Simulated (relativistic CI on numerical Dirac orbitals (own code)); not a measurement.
One change at a time: Xe11+

Base calculation: Dirac-Coulomb-Breit CI, KLI orbitals optimised for each configuration, QED by a radiative potential, unscaled Slater integrals.

Configuration list (outside the closed core [Ar] 3d10): 4s2.4p6.4d7, 4s2.4p5.4d8, 4s2.4p6.4d6.4f, 4s2.4p6.4d6.5s, 4s.4p6.4d8, 4s2.4p6.4d6.5p, 4s2.4p5.4d7.4f, 4s2.4p6.4d5.4f.5s, 4s2.4p6.4d6.5d, 4s2.4p6.4d5.5s.5p, 4s.4p6.4d7.4f, 4s2.4p6.4d6.6s, 4s2.4p6.4d6.5f, 4s2.4p6.4d6.6p, 4s2.4p5.4d7.5s, 4s2.4p6.4d6.5g, 4s2.4p6.4d6.7s, 4s2.4p6.4d6.6f, 4s2.4p6.4d6.7p, 4s2.4p6.4d5.5s2, 4s2.4p6.4d4.4f.5s2, 4s2.4p6.4d4.5s2.5p, 4s2.4p5.4d5.4f.5s2, 4p6.4d9, 4p5.4d10, 4p5.4d9.4f, 4p6.4d8.5s, 4p5.4d9.5s, 4p5.4d8.4f.5s. Double excitations out of closed p, d and f shells are left out; levels of such configurations are missing from the list, as are those of other unlisted configurations, and high levels can miss mixing partners.

Variants: (1) configuration mixing switched off; (2) Breit term removed. Shifts of the energy above 4s2.4p6.4d7 4F_9/2, in cm⁻¹, for the lowest level and the first level of each name with at least 55 % of one term (blank where a level changes its place among those of its configuration and J or its character, or is not in the variant):

| Level | Base | Δ(1) | Δ(2) |
| --- | --- | --- | --- |
| 4s2.4p6.4d7 4F_9/2 | 0.0 | 0.0 | 0.0 |
| 4s2.4p6.4d7 4F_7/2 | 13630.0 | -217.0 | +411.0 |
| 4s2.4p6.4d7 4F_5/2 | 19122.1 | -581.7 | +380.8 |
| 4s2.4p6.4d7 4F_3/2 | 21198.8 | -410.7 | +163.3 |
| 4s2.4p6.4d7 2G_9/2 | 33517.0 | +596.1 | +343.7 |
| 4s2.4p6.4d7 4P_5/2 | 33782.4 | -931.4 | +237.0 |
| 4s2.4p6.4d7 4P_1/2 | 39684.0 | -377.3 | +353.0 |
| 4s2.4p6.4d7 2H_11/2 | 44057.0 | +1525.8 | +534.5 |
| 4s2.4p6.4d7 2G_7/2 | 45389.8 | +217.6 | +610.0 |
| 4s2.4p6.4d7 2D_5/2 | 55003.9 | -1920.2 | +581.6 |
| 4s2.4p6.4d7 2H_9/2 | 59009.4 | +985.0 | +991.4 |
| 4s2.4p6.4d7 2P_1/2 | 59334.3 | +237.4 | +849.5 |
| 4s2.4p6.4d7 2F_5/2 | 68722.0 | +526.3 | +300.8 |
| 4s2.4p6.4d7 2D_3/2 | 73710.7 | -660.3 | +1048.0 |

At this charge energies of transitions that change n are usually good to better than 1 %, and those within a shell (Δn = 0) to a few per cent. Terms inside the open d or f shell come out 10 to 20 % too wide with unscaled integrals. Levels and lines within the n = 5 or 6 shells can be off by up to 10 % or somewhat more, and those that change n by about 2 %, since core polarisation is missing.

Ionisation energy from the two ground configurations alone: base 254.678 eV. The NIST ASD value (theoretical) is 255 eV.

LS names give the leading component of a level, which can be under half, so a name can repeat, a term be missing and a line seem to break the LS rules.
